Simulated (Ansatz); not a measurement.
Geometry optimisation, Ansatz 0.2.0, RKS PBE/def2-SVP.

Input:

```yaml
crystal:
  periodic: [false, false, false]
  atoms:
    - { symbol: Al, position_ang: [-2.3615, 1.953, 1.0788] }
    - { symbol: O, position_ang: [-1.7705, 0.2999, 0.6759] }
    - { symbol: C, position_ang: [-0.4836, 0.3983, 0.1832] }
    - { symbol: Si, position_ang: [0.2444, -1.3097, -0.1906] }
    - { symbol: Si, position_ang: [2.2656, -1.1988, -0.9697] }
    - { symbol: H, position_ang: [-2.1951, 2.6317, 2.5222] }
    - { symbol: H, position_ang: [-3.1272, 2.8495, -0.058] }
    - { symbol: H, position_ang: [-0.3692, 1.0044, -0.7522] }
    - { symbol: H, position_ang: [-1.82563, -0.65469, 0.93244] }
    - { symbol: H, position_ang: [-0.6864, -1.934, -1.1862] }
    - { symbol: H, position_ang: [0.1343, -2.1359, 1.0569] }
    - { symbol: H, position_ang: [2.7772, -2.5345, -1.2395] }
    - { symbol: H, position_ang: [3.0689, -0.5452, 0.0559] }
    - { symbol: H, position_ang: [2.2598, -0.3593, -2.1545] }
basis:
  gaussian: { orbitals: def2-SVP }
hamiltonian:
  xc: pbe
relax:
  f_tol: 0.02
  max_steps: 50
```

Launched with:

```bash
$ ansatz run input.yaml --threads 2 --pin off --max-ram 3072MiB --backend cpu --events-out ev --progress --plain --runs-dir out
```

Q: Where does it end, and by what steps?

A: The run converged. The force dipped under the threshold on the way, but the program's further checks kept it going. After 19 steps the energy has fallen by 3.088 eV; H6 moved furthest, 1.79 Å. Joined: Al1–C3.

```
step  energy less start (eV)  largest force component (eV/Å)  accepted
   0                  0.0000                           4.524       yes
   1                 -1.1672                           2.148       yes
   2                 -1.9469                           1.359       yes
   3                 -2.4354                           0.711       yes
   4                 -2.6708                           0.414       yes
   5                 -2.8184                           0.412       yes
   6                 -2.9259                           0.303       yes
   7                 -2.9947                           0.180       yes
   8                 -3.0308                           0.170       yes
   9                 -3.0601                           0.135       yes
  10                 -3.0689                           0.175       yes
  11                 -3.0709                           0.278       yes
  12                 -3.0821                           0.092       yes
  13                 -3.0847                           0.057       yes
  14                 -3.0858                           0.038       yes
  15                 -3.0864                           0.049       yes
  16                 -3.0867                           0.063       yes
  17                 -3.0873                           0.039       yes
  18                 -3.0875                           0.016       yes
  19                 -3.0876                           0.005       yes
```

```xyz
14
Properties=species:S:1:pos:R:3
Al -1.328 1.717 0.959
O -2.498 0.272 0.211
C -1.077 0.277 -0.380
Si -0.038 -1.263 -0.083
Si 2.167 -0.810 -0.779
H -0.948 1.346 2.469
H -1.840 3.153 0.487
H -1.194 0.529 -1.452
H -2.651 -0.540 0.734
H -0.557 -2.492 -0.799
H -0.061 -1.586 1.393
H 3.010 -2.051 -0.658
H 2.770 0.276 0.070
H 2.175 -0.362 -2.217
```

The run took 65 s on 2 threads of Arm Neoverse V1, on a shared host, peak memory 0.17 GiB.
